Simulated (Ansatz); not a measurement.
Cl2GaHSe, SMILES `[Cl][Ga]([Cl])[SeH]` at its PBE0-D4/def2-TZVP geometry, where that method's forces vanish. Charge 0, multiplicity 1.

```xyz
5

Cl    2.1518   -0.8278   -1.2650
Ga    0.2951   -0.2444   -0.4120
Cl   -1.4816   -0.7214   -1.4802
Se    0.2512    0.8649    1.6006
H    -1.2165    0.9286    1.5566
```

**Question.** What forces (eV/Å) does PBE-D4/def2-TZVPP give on these atoms in Ansatz 0.2.0? (Estimate.)

**Answer.** The calculation gave: 
```
Cl1  0.268 -0.079 -0.114
Ga2 -0.021  0.031  0.054
Cl3 -0.258 -0.069 -0.154
Se4  0.271  0.111  0.233
H5  -0.260  0.006 -0.019
```
